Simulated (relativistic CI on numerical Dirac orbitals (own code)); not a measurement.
**The 23-electron sequence from Eu⁴⁰⁺ to Pb⁵⁹⁺**

These numbers are calculated, not measured: Dirac-Coulomb-Breit CI, separate exchange-only KLI orbitals for each configuration, a model potential for QED, unscaled Slater integrals (own radial code, finite nucleus).

CI space (outside the closed core [Ne]): 3s2 3p6 3d5, 3s2 3p6 3d3 4s2, 3s2 3p5 3d6, 3s2 3p4 3d7, 3s 3p6 3d6, 3s2 3p6 3d4 4s, 3s2 3p6 3d4 4p. Levels of other configurations are missing.

Energies above each ion's lowest level, in eV. Levels are followed by their leading LS label, which can pass from one level to another where the coupling changes.

```csv
Ion,3s2 3p6 3d5 6S_5/2,3s2 3p6 3d5 4G_7/2,3s2 3p6 3d5 4D_3/2,3s2 3p6 3d5 4G_9/2,3s2 3p6 3d5 4P_1/2
Eu⁴⁰⁺,23.15,33.491,34.37,38.76,42.115
Gd⁴¹⁺,25.358,35.897,36.843,41.357,45.024
Tb⁴²⁺,27.755,38.477,39.492,44.123,48.112
Dy⁴³⁺,30.342,41.236,42.321,47.063,51.381
Ho⁴⁴⁺,33.122,44.179,45.336,50.182,54.835
Er⁴⁵⁺,36.097,47.31,48.54,53.485,58.479
Tm⁴⁶⁺,39.272,50.633,51.939,56.977,62.316
Yb⁴⁷⁺,42.651,54.156,55.539,60.664,66.353
Lu⁴⁸⁺,46.239,57.884,59.345,114.01,70.594
Hf⁴⁹⁺,50.041,61.823,63.363,121.91,75.045
Ta⁵⁰⁺,54.063,65.98,67.601,130.24,79.714
W⁵¹⁺,58.313,70.361,72.065,139.02,84.606
Re⁵²⁺,62.796,74.973,76.763,148.26,89.728
Os⁵³⁺,67.519,79.825,81.701,157.98,95.088
Ir⁵⁴⁺,72.49,84.923,86.887,168.19,100.69
Pt⁵⁵⁺,77.717,90.276,92.328,178.9,106.55
Au⁵⁶⁺,83.207,95.891,98.034,190.14,112.67
Hg⁵⁷⁺,88.969,101.78,104.01,201.92,119.06
Tl⁵⁸⁺,95.01,107.94,110.27,214.26,125.72
Pb⁵⁹⁺,101.34,114.39,116.82,227.17,132.67
```

The lowest level keeps the configuration 3s2 3p6 3d5 and J = 5/2 throughout.

Between Z = 79 and 82 the energy of 3s2 3p6 3d5 6S_5/2 follows a local power law Z^5.3. For orientation: electrostatic splittings inside a shell grow about linearly with the screened charge, excitations that change n as its square, and fine structure as its fourth power; written in Z itself the exponents are larger, since the screened charge grows faster in proportion.
